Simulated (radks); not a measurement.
Results of a calculation; reference values are marked as such.
Problem. Valence configurations of Ho IV (all share [Xe]). Code: a radial shooting solver on a logarithmic mesh with Libxc functionals. Model: scalar-relativistic Kohn-Sham, PBE, spin-unpolarised, spherical densities, point nucleus. Order these by energy: 4f9 6s1; 4f9 5d1; 4f9.5 6s0.5; 4f9 6p1; 4f8 5d1 6s1; 4f8 5d2; 4f8 6s2; 4f8 6s1 6p1; 4f10; 4f8 5d0.5 6s1.5.

Solution. From the lowest, in eV above it: 4f10 0.000; 4f9.5 6s0.5 6.794; 4f9 5d1 12.871; 4f9 6s1 15.667; 4f9 6p1 21.810; 4f8 5d2 31.572; 4f8 5d1 6s1 35.458; 4f8 5d0.5 6s1.5 37.734; 4f8 6s2 40.229; 4f8 6s1 6p1 46.924. NIST lists [Xe] 4f10 as the ground configuration; this level of theory agrees among the configurations tried. The energies are those of spherical spin-averaged densities, not of single terms.
